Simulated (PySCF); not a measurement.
Fill in the blanks.

Species: C₄H₈N₂O.
Numbering: `[H]/[N:1]=[CH:2]\[CH2:3][CH2:4][C:5]([NH2:6])=[O:7]` (hydrogens: H8 on N1; H9 on C2; H10, H11 on C3; H12, H13 on C4; H14, H15 on N6)

Cartesian coordinates in Å at the GFN2-xTB level; atoms count from 1:
```
atom  x, y, z in Å
N1    -2.3419    0.8563    0.4230
C2    -1.6917   -0.1755    0.6999
C3    -0.8665   -1.0340   -0.2181
C4     0.6215   -0.7777    0.0445
C5     1.0188    0.5963   -0.4801
N6     2.0419    1.1760    0.1892
O7     0.4920    1.1235   -1.4317
H8    -2.3022    1.1331   -0.5581
H9    -1.6980   -0.4833    1.7445
H10   -1.0832   -0.7836   -1.2590
H11   -1.0985   -2.0861   -0.0406
H12    0.8439   -0.8583    1.1101
H13    1.2227   -1.5169   -0.4914
H14    2.3626    2.0808   -0.1133
H15    2.4742    0.7572    0.9922
```

```csv
property,level,value
point group of the GFN2-xTB geometry,GFN2-xTB,?
"rotational constants A, B, C of the GFN2-xTB geometry",GFN2-xTB,?
dipole moment,PBE0/def2-SVPD,4.68 D
HOMO energy,PBE0/def2-SVPD,?
LUMO energy,PBE0/def2-SVPD,-0.12 eV
lowest singlet excitation,TDDFT PBE0/def2-SVPD,"5.13 eV (242 nm, f = 0.001)"
strongest line among the 6 lowest singlet transitions,TDDFT PBE0/def2-SVPD,"S6 at 7.02 eV (177 nm, f = 0.008)"
lowest triplet excitation (Tamm–Dancoff),TDA PBE0/def2-SVPD,?
static isotropic polarisability,PBE0/def2-SVPD,?
electronic spatial extent ⟨r²⟩ about the centre of nuclear charge,PBE0/def2-SVPD,816 bohr²
13C chemical shifts (computed TMS as zero) by class,GIAO PBE0/pcSseg-1,"174.4 (C2), 171.2 (C5), 38.8 (C3), 33.3 (C4) ppm"
1H chemical shifts (computed TMS as zero) by class,GIAO PBE0/pcSseg-1,?
"isotropic shieldings of nuclei other than C and H, by class",GIAO PBE0/pcSseg-1,"-106 (N1), 149 (N6), -75 (O7) ppm"
```

Gas-phase values; electronic properties from PySCF, density fitting. Geometry: GFN2-xTB, one conformer, isolated molecule. NMR classes are plain means over equivalent atoms (diastereotopic ones count apart unless rotation or inversion swaps them), as if these changed places fast; in this geometry the members of some classes differ.

(1) The lowest triplet excitation (Tamm–Dancoff)?

(2) The 1H chemical shifts (computed TMS as zero) by class?

(3) What is the static isotropic polarisability?

(4) Give the rotational constants A, B, C of the GFN2-xTB geometry.

(5) Give the HOMO energy.

(6) What is the point group of the GFN2-xTB geometry?

Results:

(1) 4.28 eV.

(2) 11.06 (H8), 7.69 (H9), 4.78 (H15), 4.58 (H14), 2.39 (H10/H11), 2.10 (H12/H13) ppm.

(3) 66.4 au.

(4) 4.395, 1.791, 1.606 GHz.

(5) -7.17 eV.

(6) C1.

The 6 singlets span 5.13 to 7.02 eV, and their oscillator strengths add up to 0.01. No computed singlet falls in the visible range (750 to 380 nm, 1.65 to 3.26 eV); S1 lies 1.87 eV above its blue end. The rotational constants make it an asymmetric top with κ = (2B − A − C)/(A − C) = -0.87, nearer the prolate limit (−1). The vertical singlet–triplet gap S1 − T1 is 0.85 eV (TDDFT singlet less Tamm–Dancoff triplet; S1: HOMO→LUMO, weight 0.84; T1: HOMO→LUMO, weight 0.78). The dipole equals about 15.6 × 10⁻³⁰ C·m (1 D = 3.33564 × 10⁻³⁰ C·m).
